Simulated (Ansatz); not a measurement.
def2 core potentials replace the inner electrons of Sn.

B3LYP has the VWN-RPA correlation part, as in Gaussian. 

Cartesian coordinates (Å):
SMILES: [OH][Sn]([OH])([OH])[CH]1CCCC1
```xyz
21

O      3.0375    -1.1844    -0.9511
Sn     1.9745     0.2155    -0.0334
O      2.1683    -0.1322     1.9129
O      2.9382     1.9168    -0.3736
C     -0.0968     0.2077    -0.5281
C     -0.7188    -1.1879    -0.4647
C     -2.2204    -0.8824    -0.4649
C     -2.3704     0.4476     0.3058
C     -0.9409     1.0131     0.4668
H      3.8407    -0.8002    -1.3235
H      2.7836    -0.8595     2.0652
H      3.3352     2.2357     0.4466
H     -0.1958     0.6204    -1.5460
H     -0.4026    -1.8467    -1.2869
H     -0.4343    -1.6820     0.4808
H     -2.5645    -0.7601    -1.5042
H     -2.8146    -1.6988    -0.0284
H     -2.8419     0.2977     1.2884
H     -3.0145     1.1489    -0.2452
H     -0.8821     2.0974     0.2906
H     -0.5803     0.8333     1.4929
```
Charge 0, multiplicity 1.

### Question
Predict the HOMO–LUMO gap, LUMO, vertical ionisation energy (Delta-SCF), dipole moment and HOMO from B3LYP-D3(BJ)/def2-TZVP // PBE0-D3(BJ)/def2-SVP (Ansatz, a quantum-chemistry and plane-wave program).

### Answer

```json
{
 "HOMO–LUMO gap": "6.51 eV",
 "LUMO": "-1.18 eV",
 "vertical ionisation energy (Delta-SCF)": "9.54 eV",
 "dipole_moment": "1.29 D",
 "HOMO": "-7.69 eV"
}
```
